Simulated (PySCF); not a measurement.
B(Me)(Et)(OH) (C3H9BO), SMILES CCB(C)O. Coordinates come from a B3LYP-D3(BJ)/def2-SVP optimisation. Other conformers were not sampled.

**Question.** Give the equilibrium geometry at B3LYP-D3(BJ)/def2-SVP (PySCF confirms it by a frequency run) as a Z-matrix. (An estimate is asked for; the answer gives what the named calculation found.)

**Answer.** Several could match; the one computed here: 
```
B
O 1 1.3641
H 2 0.9656 1 113.08
C 1 1.5819 2 116.04 3 177.37
H 4 1.1043 1 109.08 2 29.53
H 4 1.1099 5 104.49 1 112.25
C 4 1.5328 5 110.90 6 117.72
H 7 1.1021 4 112.13 5 -56.13
H 7 1.1024 8 107.17 4 122.94
H 7 1.1030 8 107.12 9 114.44
C 1 1.5825 2 121.48 3 -1.55
H 11 1.1032 1 114.71 2 4.43
H 11 1.1040 12 108.05 1 -123.91
H 11 1.1047 12 107.78 13 -113.59
```
